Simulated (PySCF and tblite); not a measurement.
The numbers below are computed, except where a source is named.
C₅H₁₄Si₂, numbered as in [SiH3:1][C@@H:2]1[CH2:3][CH2:4][CH2:5][SiH2:6][CH2:7]1.

Free energies: revPBE-D3(BJ)/pcSseg-1 (IEF-PCM, acetonitrile) on GFN2-xTB structures plus GFN2-xTB thermal terms, symmetry and mirror images included. Conformers within 3 kcal/mol (GFN2-xTB free energy) were kept, 4 at most. GIAO shieldings: revPBE/pcSseg-1 (IEF-PCM, acetonitrile). Shifts are against TMS (¹H), TMS (¹³C), TMS (²⁹Si) at the same level. Run with PySCF (density fitting) and tblite.

The 6-ring runs over atoms 2–3–4–5–6–7.

| conformer | shape | symmetry | E(GFN2) kcal/mol | E(DFT) kcal/mol |
| --- | --- | --- | --- | --- |
| 1 | 6-ring chair (all substituents equatorial) | C1 | 0.00 | 0.00 |
| 2 | 6-ring chair (Si1 axial) | C1 | 0.87 | 1.16 |

Question: How much do the weights at 298.15 K and the averaged shift of H2 depend on how the conformers are weighted?

Answer: 
| weighting | 1 (%) | 2 (%) | δ (ppm) | rms dipole (D) |
| --- | --- | --- | --- | --- |
| DFT energy with thermal terms, symmetry and mirror images (full scheme) | 92 | 8 | 1.38 | 0.88 |
| DFT energy with symmetry and mirror images | 88 | 12 | 1.42 | 0.91 |
| bare DFT energy | 88 | 12 | 1.42 | 0.91 |
| GFN2-xTB energy with symmetry and mirror images | 81 | 19 | 1.48 | 0.94 |
| GFN2-xTB free energy | 87 | 13 | 1.42 | 0.91 |
| leading conformer alone | 100 | 0 | 1.29 | 0.82 |
| equal weights | 50 | 50 | 1.80 | 1.11 |

The largest departure from the full scheme, 0.43 ppm, comes with: equal weights.
